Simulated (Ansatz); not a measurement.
## GaCl3 (gallium trichloride (monomer)): the energy, rung by rung

The species is GaCl3 (4 atoms), meant as a singlet with charge 0. SMILES: `[Cl][Ga]([Cl])[Cl]`. The shape was relaxed beforehand at B3LYP/def2-SVP.

Each level gives the adiabatic ionisation energy (to the doublet cation, shapes relaxed at B3LYP/def2-SVP, no zero-point term) (eV). The values are calculated.

```csv
level,kind,program,value (eV)
HF/def2-SVP,Hartree–Fock,Ansatz,11.00
SVWN5/def2-SVP,LDA,Ansatz,10.92
BLYP/def2-SVP,GGA,Ansatz,10.56
r2SCAN/def2-SVP,meta-GGA,Ansatz,11.11
B3LYP/def2-SVP,global hybrid,Ansatz,11.05
PBE0-D4/def2-SVP,global hybrid,Ansatz,11.16
wB97M-V/def2-SVP,range-separated hybrid,Ansatz,11.30
B2PLYP/def2-SVP,double hybrid,Ansatz,11.07
RPA@PBE/def2-SVP,RPA,Ansatz,10.66
MP2/def2-SVP,perturbation theory,Ansatz,11.19
```

All-electron rows without a relativistic Hamiltonian named are non-relativistic. The values span 10.56 to 11.30 eV. In the correlated wave-function rows the outer d shell of Ga is correlated, in sets not made for it.
